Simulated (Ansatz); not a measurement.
One arrangement of a pair

The pair of H3O⁺ (SMILES [OH3+], atoms 1–4) and BF3 (SMILES FB(F)F, atoms 5–8), both closed shells, in one local arrangement (a lower one may exist), relaxed at PBE0-D4/def2-TZVP:

```
atom    x (Å)    y (Å)    z (Å)
  O1   0.1224   0.1340  -1.8108
  H2   0.0626  -0.1084  -0.8256
  H3  -0.7234   0.4201  -2.1989
  H4   0.5571  -0.5496  -2.3512
  F5   0.0649  -0.5279   0.6019
  B6  -0.0058   0.0431   1.8440
  F7  -0.2716   1.3092   1.8816
  F8   0.1937  -0.7204   2.8590
```

Computed with Ansatz 0.2.0 (basis: def2-TZVPPD, with def2-QZVPPD for the basis limit); correlated methods freeze the cores. B3LYP uses VWN-RPA correlation. Extrapolation: Hartree–Fock as exp(−7.88 √X), correlation as X^−2.97. Interaction energies count from these two fragments, frozen as in the pair, with the counterpoise correction; negative means bound.

(1) What is the interaction energy by CCSD(T) at an estimated basis limit (MP2 extrapolated from triple and quadruple zeta, plus CCSD(T) − MP2 in triple zeta)? (An estimate is asked for; the value comes from the calculation.)

(2) Which atoms make the shortest contact between the fragments?

No T1 diagnostic of these runs exceeds 0.013.

## Answers

(1) The calculation gives: -63.1 kJ/mol. Hartree–Fock alone gives -53.3 kJ/mol at the basis limit. It counts from the two fragments frozen as in the pair.

The same quantity by other methods in triple zeta, and each one's difference from that estimate:
| method | E_int (kJ/mol) | difference |
| --- | --- | --- |
| PBE-D4 | -67.7 | -4.6 |
| revPBE-D4 | -62.7 | 0.4 |
| BLYP-D4 | -65.7 | -2.6 |
| r2SCAN-D4 | -66.5 | -3.4 |
| B97M-V | -65.2 | -2.1 |
| PBE0-D4 | -66.2 | -3.1 |
| B3LYP-D4 | -66.0 | -2.9 |
| HSE06-D4 | -66.1 | -3.0 |
| wB97X-V | -63.2 | -0.1 |
| wB97M-V | -63.6 | -0.5 |
| B2PLYP | -62.6 | 0.5 |
| HF | -52.7 | 10.4 |
| MP2 | -60.3 | 2.8 |
| CCSD | -59.2 | 3.9 |
| CCSD(T) | -60.7 | 2.4 |
Differences are method less estimate.

(2) H2 and F5, 1.49 Å apart.

Energy to bend the free fragments (PBE0-D4 minima) into their shapes in the pair, CCSD(T)/def2-TZVPPD: H3O⁺ 3.5 kJ/mol; BF3 10.2 kJ/mol. This must be added to the interaction energy to get the binding energy from relaxed fragments.

Basis-set superposition shift (counterpoise-corrected less uncorrected): CCSD(T) 3.8; MP2 3.7; HF 0.4; PBE0-D4 0.4; wB97M-V 0.3 kJ/mol.

For scale, one of the runs: CCSD(T)/def2-TZVPPD, 248 basis functions, launched by `ansatz run in.yaml --threads 4 --pin off --events-out ev --progress --plain --max-ram 9574MiB`. The run took 2.5 min on 4 CPU threads of an Arm Neoverse V2 (shared host), with 5.7 GiB of host memory at its peak.
